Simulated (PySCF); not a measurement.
B3LYP has the VWN-RPA correlation part, as in Gaussian. Excitations are Tamm–Dancoff values on a coarser integration grid. The basis has no diffuse functions, so Rydberg states are missing or too high.

Z-matrix (Å, degrees):
```
C
H 1 1.0875
H 1 1.0888 2 110.08
H 1 1.0895 2 109.59 3 119.38
Ga 1 1.9480 2 109.99 4 119.96
F 5 1.7578 1 124.54 2 171.08
F 5 1.7578 6 110.63 1 180.00
```
Charge 0, spin multiplicity 1.

Task: Estimate the total energy, HOMO, S1–T1 gap (TDA), S1 excitation (TDA), HOMO–LUMO gap, S1 oscillator strength, dipole moment and T1 excitation (TDA) that PySCF with B3LYP-D3(BJ)/def2-TZVP returns for this input.

Result: 
* **total energy**: -2164.7159 Ha
* **HOMO**: -9.38 eV
* **S1–T1 gap (TDA)**: 0.90 eV
* **S1 excitation (TDA)**: 7.18 eV
* **HOMO–LUMO gap**: 8.15 eV
* **S1 oscillator strength**: 0.030
* **dipole moment**: 3.59 D
* **T1 excitation (TDA)**: 6.28 eV
